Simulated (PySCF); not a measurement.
Compound: C3H4F3N.
Bonds: C1–N2 (double), N2–C3, C3–C4, C4–F5, C4–F6, C4–F7. Hydrogens: H8, H9 on C1; H10, H11 on C3.

Method: core-valence-separated Tamm–Dancoff BHandHLYP/aug-pcX-1 (pcseg-1 on H) in PySCF, non-relativistic, gas phase, PBE0-D3(BJ)/def2-SVP geometry. The energies are unshifted.

Question: What does the N 1s absorption edge look like?

Answer: 
```
E (eV)       f  core hole on          main final orbital
396.25  0.0610            N2                 LUMO (83 %)
401.44  0.0009            N2               LUMO+1 (70 %)
402.14  0.0249            N2  spread (2 roots, f summed)
402.53  0.0000            N2               LUMO+4 (82 %)
402.60  0.0008            N2               LUMO+3 (66 %)
403.12  0.0034            N2               LUMO+8 (35 %)
```

The first line with a tenth or more of the strongest one's intensity is at 396.25 eV (f = 0.061), with the hole on N2 (imine nitrogen). It is also the strongest listed.

Question: Give energies, oscillator strengths and core holes at the F K edge.

Answer: 
```
E (eV)       f  core hole on               main final orbital
687.27  0.0368         F6/F7       spread (2 roots, f summed)
687.41  0.0254            F5                           spread
687.79  0.0295         F6/F7         LUMO (2 roots, f summed)
687.93  0.0167            F5                           spread
688.13  0.0262      F5/F6/F7  LUMO/LUMO+3 (3 roots, f summed)
688.72  0.0093         F6/F7       LUMO+2 (2 roots, f summed)
688.79  0.0048            F5                    LUMO+2 (34 %)
688.93  0.0084         F6/F7       LUMO+3 (2 roots, f summed)
689.20  0.0041            F5                    LUMO+1 (59 %)
```

The first line with a tenth or more of the strongest one's intensity is at 687.27 eV (f = 0.037, sum of 2), with the hole on F6/F7 (fluorine of a CF3 group). It is also the strongest listed.

Question: What does the C 1s absorption edge look like?

Answer: 
```json
{"E (eV)": "282.75", "f": "0.0671", "core hole on": "C1", "main final orbital": "LUMO (76 %)", "polarisation": "normal to the local trigonal plane"}
{"E (eV)": "286.43", "f": "0.0020", "core hole on": "C3", "main final orbital": "LUMO (93 %)", "polarisation": "–"}
{"E (eV)": "286.96", "f": "0.0263", "core hole on": "C3", "main final orbital": "LUMO+1 (38 %)", "polarisation": "–"}
{"E (eV)": "287.21", "f": "0.0116", "core hole on": "C1", "main final orbital": "LUMO+1 (64 %)", "polarisation": "in the local trigonal plane"}
{"E (eV)": "287.65", "f": "0.0365", "core hole on": "C3", "main final orbital": "LUMO+4 (55 %)", "polarisation": "–"}
{"E (eV)": "287.89", "f": "0.0305", "core hole on": "C1", "main final orbital": "LUMO+3 (31 %)", "polarisation": "in the local trigonal plane"}
{"E (eV)": "288.32", "f": "0.0154", "core hole on": "C3", "main final orbital": "spread", "polarisation": "–"}
{"E (eV)": "288.55", "f": "0.0036", "core hole on": "C1", "main final orbital": "LUMO+2 (40 %)", "polarisation": "in the local trigonal plane"}
{"E (eV)": "288.73", "f": "0.0103", "core hole on": "C1", "main final orbital": "LUMO+9 (39 %)", "polarisation": "normal to the local trigonal plane"}
{"E (eV)": "288.79", "f": "0.0018", "core hole on": "C3", "main final orbital": "LUMO+2 (44 %)", "polarisation": "–"}
{"E (eV)": "289.10", "f": "0.0040", "core hole on": "C3", "main final orbital": "LUMO+3 (43 %)", "polarisation": "–"}
{"E (eV)": "289.23", "f": "0.0164", "core hole on": "C3", "main final orbital": "LUMO+3 (36 %)", "polarisation": "–"}
{"E (eV)": "289.28", "f": "0.0029", "core hole on": "C1", "main final orbital": "LUMO+5 (41 %)", "polarisation": "in the local trigonal plane"}
{"E (eV)": "289.48", "f": "0.0001", "core hole on": "C3", "main final orbital": "LUMO+7 (36 %)", "polarisation": "–"}
{"E (eV)": "289.64", "f": "0.0015", "core hole on": "C1", "main final orbital": "LUMO+3 (39 %)", "polarisation": "in the local trigonal plane"}
```

The first line with a tenth or more of the strongest one's intensity is at 282.75 eV (f = 0.067), with the hole on C1 (imine carbon), polarised normal to the local trigonal plane: a 1s→π* resonance. It is also the strongest listed.

Roots within 0.03 eV whose holes lie on the same, on equivalent or on shared atoms are summed into one line, and the highest roots are left out, as the search may have cut off their partners. Final orbitals are the ground state's empty Kohn–Sham orbitals. A dash: too weak, shared between unlike atoms, or no plane or axis to refer to.

Question: What length of transition dipole belongs to the line at 396.25 eV?

Answer: From f = (2/3) ΔE |μ|² in atomic units, with ΔE = 14.562 Eh and f = 0.0610: |μ| = 0.079 au = 0.20 D.

Only the lowest roots of each edge were sought.

Hardware: one thread, Intel Xeon Platinum 8259CL at 2.50 GHz (x86_64), shared host. Cost: 28 s wall, 1.0 GiB resident at most.

Conformer computed: `[CH2:1]=[N:2][CH2:3][C:4]([F:5])([F:6])[F:7]`: C1–N2–C3–C4 1°, N2–C3–C4–F5 180°.

One conformer stands for the species.
